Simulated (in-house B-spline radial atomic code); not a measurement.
Radial electron density of Ru II (Ru+), [Ar] 3d10 4s2 4p5 4d8. Method: scalar-relativistic (X2C) Hartree-Fock, spin-polarised, averaged over the determinants with the given up and down occupations, Fermi nucleus of rms radius 4.4809 fm, inside a hard spherical wall at 1.41 bohr. Calculated with a radial B-spline atomic code at the basis-set limit.

One-electron X2C: radii and densities carry no picture-change correction, so inner-shell <1/r> comes out high (for 1s by about 2 % at Z = 33, 5 % at 54, 10 % at 75, 30 % at 118) and <r> low.

Columns: r (bohr), 4πr²n(r) (electrons per bohr), bar.

```
 0.00107    1.534 #
 0.00127    2.035 #
 0.00151      2.7 ##
 0.00179    3.552 ##
 0.00212    4.647 ###
 0.00251    6.049 ####
 0.00298    7.863 #####
 0.00354    10.16 ######
  0.0042    12.99 ########
 0.00498    16.43 ##########
 0.00591    20.56 #############
 0.00702    25.39 ################
 0.00833     30.8 ###################
 0.00988     36.6 #######################
  0.0117    42.44 ###########################
  0.0139       48 ##############################
  0.0165    52.54 #################################
  0.0196    55.47 ###################################
  0.0232     56.3 ###################################
  0.0276    54.96 ##################################
  0.0327    52.09 #################################
  0.0388    48.94 ###############################
  0.0461    47.35 ##############################
  0.0547    49.01 ###############################
  0.0649    54.41 ##################################
   0.077    62.07 #######################################
  0.0913    68.62 ###########################################
   0.108    70.37 ############################################
   0.129    65.36 #########################################
   0.153    56.31 ###################################
   0.181    48.88 ###############################
   0.215    47.72 ##############################
   0.255    52.64 #################################
   0.302    57.27 ####################################
   0.359     54.4 ##################################
   0.426    42.74 ###########################
   0.505    28.97 ##################
   0.599    21.74 ##############
   0.711    23.99 ###############
   0.844    29.15 ##################
       1    26.26 ################
    1.19    11.13 #######
     1.4  0.02664
```

On this grid the curve has 4 maxima, near 0.0232, 0.108, 0.302, 0.844 bohr.

The 4d down radial function P(r) = rR(r), positive near the nucleus:

| r (bohr) | P |
| --- | --- |
| 0.0117 | 0.001957 |
| 0.0165 | 0.00499 |
| 0.0232 | 0.01235 |
| 0.0327 | 0.02976 |
| 0.0461 | 0.06845 |
| 0.0649 | 0.1469 |
| 0.0913 | 0.2877 |
| 0.129 | 0.5016 |
| 0.181 | 0.7303 |
| 0.255 | 0.8293 |
| 0.359 | 0.5804 |
| 0.505 | -0.1149 |
| 0.711 | -1.003 |
| 1 | -1.307 |
| 1.4 | -0.04372 |
